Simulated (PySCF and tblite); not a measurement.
Results of a calculation; reference values are marked as such.
C₇H₈O, numbered as in [O:1]=[CH:2][C:3]1=[CH:4][CH2:5][CH2:6][CH:7]=[CH:8]1.

Search: ETKDG and KDG, MMFF94s, GFN2-xTB, 60 starts; geometries at GFN2-xTB. Energies: CAM-B3LYP-D3(BJ)/pcSseg-1 (IEF-PCM, acetone), with GFN2-xTB thermal terms (modes under about 100 cm⁻¹ blended into free rotors). Symmetry numbers and mirror images are counted. Conformers within 3 kcal/mol (GFN2-xTB free energy) were kept, 8 at most. Codes: tblite and PySCF.

An NOE distance is ⟨r⁻⁶⟩^(−1/6) over all pairs of like atoms and, for the average, over conformers.

Torsions listed: O1–C2–C3–C4. The 6-ring runs over atoms 3–4–5–6–7–8. Of a mirror pair one member is shown.

```csv
conformer,shape,weight %
1,"6-ring half-chair (ring torsions 31, -42, 30, -1, -14, -2°); -177°",98.0
2,"6-ring half-chair (ring torsions 30, -42, 30, -2, -14, -2°); 3°",2.0
```

Q: Which H–H contacts under 3.5 Å would NOEs report (pairs on one atom left out) at 298.15 K?

A: 
| pair | in 1 (Å) | in 2 (Å) | average (Å) |
| --- | --- | --- | --- |
| H2 ··· H4 | 2.36 | 3.73 | 2.37 |
| H7 ··· H8 | 2.48 | 2.46 | 2.48 |
| H5 ··· H6 | 2.54 | 2.54 | 2.54 |
| H4 ··· H5 | 2.55 | 2.56 | 2.55 |
| H6 ··· H7 | 2.55 | 2.55 | 2.55 |

Longer pairs under the limit may be missing.
